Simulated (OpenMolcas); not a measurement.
## W2+: effect of correlating more closed shells

```yaml
Program: OpenMolcas
Basis: ANO-R2 [8s6p5d3f2g]
Scalar_Hamiltonian: X2C, finite nucleus
Active_space: 4 electrons in 5 orbitals (5d)
State_averaging: 2S+1 = 5 even, 5 roots; 2S+1 = 3 even, 45 roots; 2S+1 = 1 even, 50 roots
Spin-orbit_coupling: state interaction with AMFI integrals over the reference wave functions, term energies averaged over their components
```

Methods on the same reference wave functions:
A. CASSCF
B. MS-CASPT2, IPEA 0.25 Eh, imaginary shift 0.1 Eh (closed shells correlated: none)
C. MS-CASPT2, IPEA 0.25 Eh, imaginary shift 0.1 Eh (closed shells correlated: 5s 5p)

Energies in cm⁻¹ above 5d⁴ ⁵D₀, the measured ground level; measured values from NIST levels as listed in McCann et al., Mon. Not. R. Astron. Soc. 538, 537 (2025).

```json
{"Level": "5d⁴ ⁵D₀ [68 %]", "A": "0.0", "B": "0.0", "C": "0.0", "Measured": "0.0"}
{"Level": "5d⁴ ⁵D₁", "A": "1657", "B": "2410", "C": "2330", "Measured": "2256"}
{"Level": "5d⁴ ⁵D₂", "A": "3629", "B": "4760", "C": "4630", "Measured": "4461"}
{"Level": "5d⁴ ⁵D₃", "A": "5563", "B": "6700", "C": "6550", "Measured": "6278"}
{"Level": "5d⁴ ⁵D₄", "A": "7362", "B": "8200", "C": "8060", "Measured": "7687"}
{"Level": "5d⁴ ³P₀(1) [59 %]", "A": "15084", "B": "11840", "C": "11960", "Measured": "9904"}
{"Level": "5d⁴ ³H₄ [58 %]", "A": "16320", "B": "15230", "C": "14840", "Measured": "13701"}
{"Level": "5d⁴ ³H₅", "A": "19278", "B": "18470", "C": "18000", "Measured": ""}
{"Level": "5d⁴ ³G₃ [51 %]", "A": "19656", "B": "17620", "C": "17310", "Measured": ""}
{"Level": "5d⁴ ³P₁(1)", "A": "19798", "B": "15680", "C": "15860", "Measured": "12881"}
{"Level": "5d⁴ ³F₂(1) [72 %]", "A": "20526", "B": "17210", "C": "17170", "Measured": ""}
{"Level": "5d⁴ ³H₆", "A": "20838", "B": "20050", "C": "19560", "Measured": ""}
{"Level": "5d⁴ ³P₂(1) [69 %]", "A": "24631", "B": "20260", "C": "20320", "Measured": ""}
{"Level": "5d⁴ ³F₃(1) [55 %]", "A": "25392", "B": "23150", "C": "22790", "Measured": ""}
{"Level": "5d⁴ ³G₅", "A": "27288", "B": "25920", "C": "25410", "Measured": ""}
{"Level": "5d⁴ ³D₃ [72 %]", "A": "28094", "B": "25180", "C": "24600", "Measured": ""}
{"Level": "5d⁴ ¹I₆", "A": "29350", "B": "28000", "C": "27370", "Measured": ""}
{"Level": "5d⁴ ³D₁", "A": "30563", "B": "27800", "C": "27220", "Measured": ""}
{"Level": "5d⁴ ¹G₄(1) [57 %]", "A": "33440", "B": "31210", "C": "30820", "Measured": ""}
{"Level": "5d⁴ ¹S₀(1)", "A": "35066", "B": "31170", "C": "30990", "Measured": ""}
{"Level": "5d⁴ ¹F₃ [71 %]", "A": "38790", "B": "33400", "C": "32800", "Measured": ""}
{"Level": "5d⁴ ³P₂(2)", "A": "43258", "B": "36840", "C": "36620", "Measured": ""}
{"Level": "5d⁴ ³F₄(2)", "A": "44360", "B": "38770", "C": "38590", "Measured": ""}
{"Level": "5d⁴ ³F₂(2)", "A": "45732", "B": "40240", "C": "39900", "Measured": ""}
```

Deviations, from unrounded energies. A percentage is the sum of absolute deviations over the sum of measured energies, with the sign that they share, or ± where signs differ.

```tsv
Against measurement	Levels	A	B	C
mean absolute deviation (cm-1)	7	2500	1100	1000
fine structure of the ground term (%)	4	-11.9	+6.7	+4.3
other terms of the ground configuration (%)	3	+40.3	+17.2	+16.9
```

C lies closest to measurement on these levels and A furthest from it. The largest miss of C in the table is 5d⁴ ³P₁(1), by +3000 cm-1. The ranking rests on the paired levels alone, and a cruder setting can come out closer through cancelling errors.

Between B and C the level of the table that moves most is 5d⁴ ¹I₆, by 630 cm-1 (lowest in C, highest in B). Moves below CASPT2's spread within the term are not significant.

The mean deviations of B to C differ by less than CASPT2's widest spread within a term (950 cm-1), so their order carries little weight.

From A to B the spin-free energies of the other terms of 5d⁴ shown, above ⁵D, scale by factors of 0.62 to 0.87.

The lowest spin-free term lies below A's lowest term by 0.030 hartree in B, 0.255 hartree in C.

What an inner shell adds also hangs on whether the basis holds functions to correlate it.

CASPT2 breaks the degeneracy within a term, and the mean is taken; among the terms shown or strongly mixed into the levels shown the widest spread is 1100 cm-1 (5d⁴ ¹G(2), C). Over all roots computed the reference weight is 0.93 to 0.99 in B, 0.90 to 0.95 in C; the roots of lowest weight are the least certain, and an intruder state may touch them. Configurations with an s electron lie low in 5d ions of this charge, fall among these levels and mix in, so low-spin terms can stand far too high, up to twice their true height, and weights are not those of the real levels. The CASPT2 spread within a term exceeds the gap to the next term for 5d⁴ ³H and 5d⁴ ³F(1), 5d⁴ ¹I and 5d⁴ ¹D(1), 5d⁴ ¹D(1) and 5d⁴ ³D and others, so the order of their levels is uncertain, and so are names and mixing where such terms share a J (figures for B; the like holds for C). Without dynamic correlation excited terms often stand tens of per cent too high (terms of higher spin than the ground term too low), and those without a measured partner can miss by more than the paired ones (holds for A). Some levels mix across a computed gap that differs much from the measured one, so their mixing is not that of the real levels (holds for A). Some terms miss by over 15 % even with CASPT2, which points to a basis or an active space too small for the shells correlated (holds for B; C). Measured partners are found by configuration, term and J. A level has none where our copy of the source lacks it or the pairing is in doubt (some pairs that miss far off the trend of their configuration count as doubtful), and it then counts in no deviation. Only configurations of the active space appear. Levels that lie high or do not pair safely by name in every column are left out.

A share in square brackets marks a mixed level and gives the weight of the term that names it, the lowest over the columns. A number in round brackets counts repeated terms of one configuration in the order of the reference energies.
